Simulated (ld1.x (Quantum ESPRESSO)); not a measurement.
Reading a pseudo-wave (Li)

Columns: radius, all-electron u(r) and pseudo u(r) of the 2s shell (level -2.88 eV) of lithium in the configuration [He] 2s1 2p0; LDA (PZ), scalar-relativistic, TM semilocal scheme, ld1.x (Quantum ESPRESSO) 7.5.

```csv
r (bohr),all-electron,pseudo
0.210,0.1796,-0.0276
0.420,0.1741,-0.0569
0.630,0.0986,-0.0897
0.840,0.0011,-0.1279
1.050,-0.0974,-0.1727
1.260,-0.1879,-0.2241
1.470,-0.2667,-0.2801
1.680,-0.3333,-0.3365
1.890,-0.3879,-0.3882
2.100,-0.4313,-0.4313
2.310,-0.4644,-0.4644
2.520,-0.4882,-0.4882
2.730,-0.5037,-0.5037
2.940,-0.5120,-0.5120
3.150,-0.5141,-0.5141
3.360,-0.5109,-0.5109
3.570,-0.5032,-0.5032
3.780,-0.4920,-0.4920
3.990,-0.4778,-0.4778
4.200,-0.4615,-0.4615
4.410,-0.4434,-0.4434
4.620,-0.4241,-0.4241
4.830,-0.4040,-0.4040
5.040,-0.3834,-0.3834
5.250,-0.3627,-0.3627
5.460,-0.3420,-0.3420
```

Question: How many radial nodes do the two functions have?

Answer: The all-electron 2s function has n − l − 1 = 1; the pseudo-wave has 0, since the states of the same l below it are removed with the core.

Question: At about which radius was the pseudo-wave matched?

Answer: 2.40 bohr. The columns agree to 0.0005 from 1.89 bohr on; several derivatives are matched, so the curves merge somewhat inside the radius.

Question: Is the pseudo-wave norm-conserving?

Answer: Yes: the TM semilocal scheme keeps the norm inside the radius equal to the all-electron one, which fixes the energy derivative of the logarithmic derivative at the level.
